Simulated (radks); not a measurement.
Values are calculated unless marked as measured or tabulated.
Question: Numerical settings for the barium ion Ba53+, [He] 2s1. Level of theory: Dirac Kohn-Sham, PBE, spin-unpolarised, spherical densities, point nucleus (a radial shooting solver on a logarithmic mesh with Libxc functionals). The defaults (mesh step 0.008 in ln r, mesh end at 40 bohr or more with all orbitals vanishing there, Anderson mixing 0.5 over 9 steps, residual threshold near 1e-9 with the energy settled to 1e-9 hartree or 1e-11 of itself, here a cap of 99 iterations) give E = -3631.7364 hartree and 2s1/2 at -10519.2 eV in 11 iterations. Run on one thread of a shared host, so times are rough (Arm Neoverse V2): 0.02 s of CPU time, 0.02 s wall, 11 iterations on 2476 mesh points. One setting is changed at a time: mesh step in ln r 0.03; mesh step in ln r 0.2; mesh step in ln r 0.005; mesh end (bohr) 3; mesh end (bohr) 20; residual threshold 0.1; residual threshold 1e-16; mixing 0.01; linear mixing, mixing 0.2; linear mixing, mixing 0.5; mixing history 2; iteration cap 3. Which runs fail to converge, and which converge to a wrong energy?

Answer: Not converged within the cap: mesh step in ln r 0.2; residual threshold 1e-16; linear mixing, mixing 0.2; iteration cap 3. No run marked as converged misses the energy by more than 1 mhartree.
